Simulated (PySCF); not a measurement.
This PySCF input asks for the NMR shieldings of `[NH3+][BH2-]C1CCC1`, C4H12BN; the geometry comes from GFN2-xTB.

```python
import basis_set_exchange as bse
import numpy as np
from pyscf import gto, dft
from pyscf.prop import nmr

atoms = """
N     2.313432    0.556719   -0.075859
B     1.262930   -0.722214   -0.035728
C    -0.142718   -0.089160   -0.546612
C    -1.391336   -0.987389   -0.405010
C    -2.038746    0.046908    0.525078
C    -0.813145    0.958088    0.375952
H     1.891117    1.302863    0.466494
H     2.425042    0.854109   -1.038534
H     3.209156    0.293926    0.318500
H     1.712687   -1.538663   -0.777889
H     1.238221   -1.077608    1.100675
H    -0.054592    0.294471   -1.569359
H    -1.938990   -1.163706   -1.329929
H    -1.188028   -1.947488    0.064548
H    -2.206523   -0.309277    1.540265
H    -2.968870    0.474323    0.150630
H    -1.029204    1.920988   -0.091217
H    -0.289194    1.139428    1.316338
"""
names = dict.fromkeys(["N", "B", "C", "H"], "pcSseg-1")
basis = {el: gto.basis.parse(bse.get_basis(n, elements=[el], fmt="nwchem")) for el, n in names.items()}
mol = gto.M(atom=atoms, basis=basis, charge=0, verbose=0)
mf = dft.RKS(mol, xc="PBE0")
mf.grids.level = 2
mf.grids.alignment = dft.numint.BLKSIZE   # the property module wants whole blocks of grid points
mf.conv_tol = 1e-9
mf.kernel()

calc = nmr.RKS(mf)   # GIAO
C = mf.mo_coeff
Co = C[:, mf.mo_occ > 0]
resp = mf.gen_response(singlet=True, hermi=2)
def vind(x):   # induced exchange potential for any number of trial vectors
    d = np.einsum("pi,xij,qj->xpq", C, 2 * x.reshape(-1, C.shape[1], Co.shape[1]), Co, optimize=True)
    return np.einsum("xpq,pi,qj->xij", resp(d - d.transpose(0, 2, 1)), C, Co, optimize=True).ravel()
mo1, _ = nmr.rhf.solve_mo1(calc, with_cphf=vind)
sigma = calc.kernel(mo1)
for i, s in enumerate(sigma):   # ppm
    print("%2d %-2s %9.2f" % (i, mol.atom_pure_symbol(i), np.trace(s) / 3))
```

Question: What are the results?

Answer: 
```
 0 N     226.65
 1 B     116.38
 2 C     161.83
 3 C     163.15
 4 C     167.91
 5 C     161.53
 6 H      28.82
 7 H      29.42
 8 H      28.89
 9 H      29.48
10 H      29.70
11 H      30.26
12 H      29.46
13 H      29.78
14 H      29.50
15 H      29.47
16 H      29.64
17 H      30.30
```

These numbers come from an equivalent density-fitted implementation of the same equations, which agrees with the script to about 0.01 ppm for H and up to a few tenths of a ppm for heavy atoms, so last digits may differ.

Size and cost of the density-fitted run: 162 basis functions, 20 s wall time on 1 thread of an Arm Neoverse V2, shared host; peak memory 0.75 GiB.
